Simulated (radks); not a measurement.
C IV, configuration [He] 2s1.

All-electron calculation, Dirac Kohn-Sham, BLYP, spin-unpolarised, spherical densities, finite nucleus; Fermi nuclear charge, rms radius 2.4702 fm. Program: a radial shooting solver on a logarithmic mesh with Libxc functionals.

Energy parts (eV):
part                     energy
total                  -945.911
kinetic                 944.920
electron-nucleus      -2036.974
Hartree                 254.012
exchange-correlation   -107.869

Orbitals (lengths in bohr, moments of r in powers of bohr; r(90%) holds 90 % of the orbital's charge):
orbital  occ.  eigenvalue (eV)  r(90%)  <1/r>  small-component weight
1s1/2       2        -332.5246   0.483  5.669                4.28e-04
2s1/2       1         -56.1260    1.98  1.139                6.85e-05

The highest occupied level is 2s1/2 at -56.126 eV. The density falls to 0.001 e/bohr^3 at r = 2.47 bohr. Summed over all electrons, <r^2> = 2.126 bohr^2, which gives a Langevin (diamagnetic) susceptibility term of -1.68 x 10^-6 cm^3/mol. The electron density at the nucleus is 130.1 e/bohr^3.
